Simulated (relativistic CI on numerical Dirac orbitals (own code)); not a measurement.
**Magnetism of V4+, 3d, in a crystal field**

Calculated by Dirac-Coulomb-Breit CI, separate exchange-only KLI orbitals for each configuration, a model potential for QED, valence Slater integrals scaled by 0.9, one configuration in a parametric crystal field (own radial code).

Field parameters in Wybourne normalisation: Td as Oh with Dq negative (B⁴₀ = 21Dq, B⁴₄ = √(5/14) B⁴₀). The field is a parameter set, without covalency.

S is read from ⟨S²⟩ = S(S + 1).

Powder χT (cm³ K mol⁻¹) by Van Vleck's formula, with temperature-independent terms:

```csv
Field,2 K,5 K,10 K,20 K,50 K,100 K,200 K,300 K
"Td, 10Dq = -2200 cm⁻¹",0.238,0.239,0.242,0.246,0.26,0.282,0.327,0.372
"Td, 10Dq = -7550 cm⁻¹",0.331,0.331,0.332,0.333,0.337,0.344,0.358,0.372
"Td, 10Dq = -9350 cm⁻¹",0.339,0.339,0.34,0.341,0.344,0.35,0.361,0.372
"Td, 10Dq = -11100 cm⁻¹",0.345,0.345,0.346,0.347,0.349,0.354,0.363,0.373
"Td, 10Dq = -12900 cm⁻¹",0.349,0.349,0.35,0.351,0.353,0.357,0.365,0.373
"Td, 10Dq = -14650 cm⁻¹",0.352,0.352,0.353,0.354,0.356,0.359,0.366,0.373
"Td, 10Dq = -16450 cm⁻¹",0.355,0.355,0.355,0.356,0.358,0.361,0.367,0.374
"Td, 10Dq = -18200 cm⁻¹",0.357,0.357,0.357,0.358,0.36,0.362,0.368,0.374
```

**Question.** For Td, 10Dq = -11100 cm⁻¹: what effective moment follows at 300 K?

**Answer.** μ_eff = √(8χT) = 1.73 μB. The ground level has S = 0.50; the spin-only moment for S = 1/2 is 1.73 μB. The difference comes from the orbital moment, spin-orbit mixing of terms and temperature-independent paramagnetism, all larger in this ionic model than in covalent complexes.
